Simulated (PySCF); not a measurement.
## Where the electron goes

Compound: Ge6Cl6 prismane, Ge₆Cl₆.
Geometry (PBE0-D3(BJ)/def2-SVP, Å), atoms numbered from 1 in this order:
```
atom  x, y, z in Å
Ge1    0.644    1.188   -1.339
Cl2    1.343    2.578   -2.844
Ge3    0.407    1.449    1.190
Cl4    0.865    3.130    2.479
Ge5   -1.646    0.930   -0.244
Cl6   -3.488    2.022   -0.558
Ge7   -1.245   -1.495    0.051
Cl8   -2.686   -3.114    0.091
Ge9    1.052   -1.239   -1.074
Cl10   2.274   -2.545   -2.296
Ge11   0.832   -0.977    1.467
Cl12   1.763   -2.010    3.128
```

Method: TDDFT wB97X-D/def2-SVPD, vertical, gas phase, core orbitals frozen in the response (PySCF). Relativistic effects, spin–orbit coupling among them, are left out although an element past zinc is present.

Kohn–Sham orbitals with the atoms that hold most of them (Löwdin shares over 4%, at most four atoms; ? is withheld):

```json
{"orbital": "HOMO-3", "ε (eV)": "-9.38", "atoms": "Ge7 11%, Ge9 11%, Ge11 11%, Ge3 10%"}
{"orbital": "HOMO-2", "ε (eV)": "-9.36", "atoms": "Ge9 11%, Ge11 11%, Ge7 11%, Ge3 10%"}
{"orbital": "HOMO-1", "ε (eV)": "-8.83", "atoms": "Ge1 16%, Ge9 14%, Ge3 14%, Ge11 13%"}
{"orbital": "HOMO", "ε (eV)": "-8.82", "atoms": "Ge5 16%, Ge7 15%, Ge3 12%, Ge11 12%"}
{"orbital": "LUMO", "ε (eV)": "-2.21", "atoms": "?"}
{"orbital": "LUMO+1", "ε (eV)": "-1.20", "atoms": "Ge9 14%, Ge11 12%, Ge3 12%, Ge1 12%"}
{"orbital": "LUMO+2", "ε (eV)": "-1.16", "atoms": "Ge7 15%, Ge5 12%, Ge11 11%, Ge9 11%"}
```

Q: Which atoms hold the LUMO, and with what shares?

A: Ge11 (bonded to Cl and 3 Ge) 12%; Ge7 (bonded to Cl and 3 Ge) 12%; Ge1 (bonded to Cl and 3 Ge) 12%; Ge5 (bonded to Cl and 3 Ge) 12%.

Q: The HOMO–LUMO gap is 6.61 eV. Where does the response calculation put the lowest singlet, and from which orbitals?

A: S1 is at 2.58 eV (f = 0.0001), 4.03 eV below the gap, made of HOMO-1/HOMO→LUMO (98%). Without the coupling terms of the response equations the lowest excitation would equal the gap.

Next come S2 at 2.59 eV (f 0.0001), HOMO-1/HOMO→LUMO (98%); S3 at 3.29 eV (f 0.0000), HOMO-3/HOMO-2→LUMO (≥91%); S4 at 3.31 eV (f 0.0000), HOMO-3/HOMO-2→LUMO (≥91%); S5 at 3.59 eV (f 0.0000), HOMO-1/HOMO→LUMO+1 (63%), HOMO-1/HOMO→LUMO+2 (34%).

Orbitals of the list HOMO-3 to LUMO+2 that lie within 0.01 eV of each other are written together with a slash and their weights summed (≥ marks a lower bound); for degenerate orbitals outside that list single weights are arbitrary.

Löwdin shares depend on the basis, the more so with diffuse functions.

Hardware: 2 threads of an Intel Xeon 6975P-C, no GPU, shared host. Cost: 3.9 min wall, 8.3 min CPU (with the writing of density and orbital grids), 3.7 GiB resident at most.

One conformer stands for the species.
